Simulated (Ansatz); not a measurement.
`[F][In]([F])[Cl]`. Total charge 0; spin multiplicity 1. Correlated methods include outer-core shells of In, which these sets cover unevenly. In takes the def2 core potential.

```tsv
atom	x (Å)	y (Å)	z (Å)
F1	-0.886	0.963	-1.446
In2	0.025	0.026	-0.036
F3	1.943	0.141	-0.100
Cl4	-1.082	-1.130	1.583
```

Question: Give the diagnostics of a CCSD(T)/def2-TZVPP run (frozen core, Ansatz 0.2.0). (Best estimate.)

Answer: The calculation gave: T1 = 0.0161, largest single amplitude 0.056, largest double 0.034, (T) share of the correlation energy 3.2 %, 9 CCSD cycles. The RHF solution is stable towards an unrestricted one. T1 lies under the customary mark of 0.02 for closed shells.
